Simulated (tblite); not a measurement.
C₅H₁₀O₂SSi.
Atom-mapped SMILES: `[CH2:1]=[C:2]([O:3][CH3:4])[SiH2:5][O:6][C:7]([CH3:8])=[S:9]` (hydrogens: H10, H11 on C1; H12, H13, H14 on C4; H15, H16 on Si5; H17, H18, H19 on C8)

The geometry is computed with GFN2-xTB (gas phase).

Some entries are withheld. Bonds in one row agree within 0.01 Å.

```
            coordinate    value
                 C1=C2        ?
                 C2–O3  1.367 Å
                 O3–C4  1.407 Å
                C2–Si5  1.893 Å
                Si5–O6        ?
                 O6–C7  1.313 Å
                 C7–C8        ?
                 C7=S9        ?
                C1–H10  1.076 Å
                C1–H11  1.074 Å
C4–H12, C4–H13, C4–H14  1.093 Å
      Si5–H15, Si5–H16  1.457 Å
C8–H17, C8–H18, C8–H19  1.089 Å
              C1–C2–O3   126.0°
             C1–C2–Si5        ?
             O3–C2–Si5   108.7°
              C2–O3–C4        ?
             C2–Si5–O6   108.3°
             Si5–O6–C7   127.7°
              O6–C7–C8   114.7°
              O6–C7–S9        ?
              C8–C7–S9   122.8°
```

**Question.** Fill in the missing values.

**Answer.** 
- C1=C2 = 1.329 Å, drawn double (terminal =CH2 carbon to vinylic carbon bearing oxygen); 0.13 Å below the sum of covalent radii, 1.46 Å.
- Si5–O6 = 1.658 Å, drawn single (oxygen-bound silicon to silyl ether oxygen); 0.11 Å below the sum of covalent radii, 1.77 Å.
- C7–C8 = 1.492 Å, drawn single (thiocarbonyl carbon to methyl carbon); equal to the sum of covalent radii, 1.49 Å.
- C7=S9 = 1.627 Å, drawn double (thiocarbonyl carbon to thiocarbonyl sulfur); 0.15 Å below the sum of covalent radii, 1.78 Å.
- C1–C2–Si5 = 125.4°, at the vinylic carbon bearing oxygen; the outer atoms are 2.875 Å apart.
- C2–O3–C4 = 118.2°, at the ether oxygen; the outer atoms are 2.380 Å apart.
- O6–C7–S9 = 122.5°, at the thiocarbonyl carbon; the outer atoms are 2.582 Å apart.

Radii are Cordero's, carbon taken as 0.76, 0.73 or 0.69 Å for four, three, and two or fewer neighbours.

Its GFN2-xTB frequencies are all real (lowest 26 cm⁻¹). One conformer, not necessarily the lowest (C1–C2–O3–C4 -3°, C1–C2–Si5–O6 148°, C2–Si5–O6–C7 -55°, Si5–O6–C7–C8 171°).
